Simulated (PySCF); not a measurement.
I3Sc, SMILES [I][Sc-]([I])[I] (connectivity only; charge and spin as stated), charge -1, multiplicity 2.

The structure is a stationary point at B3LYP-D3(BJ)/def2-SVPD. The multiplicity is an assumed one; other spin states were not compared. The def2 effective core potentials stand for the cores of I; spin–orbit coupling is left out.

Two levels are set side by side: PBE/def2-SVPD (PySCF) and PBE0/def2-SVPD (PySCF). Same geometry, gas phase. Differences are taken from unrounded values.

```json
[
 {"quantity": "α-spin orbital gap (eV)", "PBE0": "3.64", "PBE": "1.01", "PBE minus PBE0": "-2.64"},
 {"quantity": "β-spin orbital gap (eV)", "PBE0": "5.87", "PBE": "4.05", "PBE minus PBE0": "-1.81"},
 {"quantity": "mean polarisability (bohr³)", "PBE0": "168.2", "PBE": "191.0", "PBE minus PBE0": "22.8"}
]
```

PBE's more diffuse valence density responds more strongly to a field. Differences between two approximate levels are no errors against the true value.

Rough cost on one machine, each run with all the roots and properties that it gave: PBE0 against PBE within a factor of 2.
